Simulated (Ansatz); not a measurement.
`NC[SiH2]Cl` + `[SH][GeH3]` → `Cl[SiH2][S][GeH3]` + CH₃NH₂ at 500 K and 1 bar (ligand exchange at the Si–C bond).

Isolated molecules relaxed with PBE0-D4/def2-TZVP in Ansatz; ΔE leaves out vibrations. CCSD(T)/CBS is the MP2 limit (def2-TZVPP, def2-QZVPP) plus CCSD(T) − MP2 in def2-TZVPP, frozen cores. For Ge outer-core shells are correlated without core-valence functions, which leaves a few kJ/mol of doubt a bond. Scalar relativity is left out up to krypton. One conformer a species, not always the lowest.

```csv
species,CCSD(T)/CBS energy (Eh),H − E (kJ/mol),S (J/(mol·K))
`NC[SiH2]Cl`,-845.26530,234.5,383.5
`[SH][GeH3]`,-2476.30083,114.8,326.3
`Cl[SiH2][S][GeH3]`,-3225.84041,165.3,449.1
CH₃NH₂,-95.75281,191.8,270.3
```

H − E and S are ideal-gas, rigid-rotor, harmonic terms from PBE0-D4/def2-TZVP, for one conformer and one mirror image of each species. 1 Eh = 2625.50 kJ/mol, R = 8.31446 J/(mol·K).

Task: By hand: ΔE, ΔH, ΔS and ΔG.

Result: ΔE = (-3225.84041) + (-95.75281) − (-845.26530) − (-2476.30083) = -0.02709 Eh = -71.1 kJ/mol. Δ(H − E) = 165.3 + 191.8 − 234.5 − 114.8 = 7.8, so ΔH = -63.3 kJ/mol. ΔS = 449.1 + 270.3 − 383.5 − 326.3 = 9.6 J/(mol·K). ΔG = -63.3 − 500 × (9.6)/1000 = -68.1 kJ/mol.

Task: By hand: the equilibrium constant, and the temperature at which ΔG would vanish if ΔH and ΔS stayed fixed.

Result: log₁₀ K = −ΔG/(RT ln 10) = 7.1. ΔH and −TΔS have one sign here, so there is no such temperature.

The number of gas molecules stays the same, so ΔS is small and ΔH decides. A doubt of 5 kJ/mol in ΔE shifts log₁₀ K by 0.5 here. Other conformers and mirror images would add mixing entropy, several J/(mol·K) or more a flexible species. Modes under 60 cm⁻¹, often nearly free rotors, make the harmonic entropy too high. These are equilibria of isolated gas molecules and say nothing of rates. Largest T1 diagnostic: 0.011 (customary marks: 0.02 for closed shells, 0.045 for open ones).

ΔS is within the doubt of such terms, so its sign, and with it that verdict, could turn.
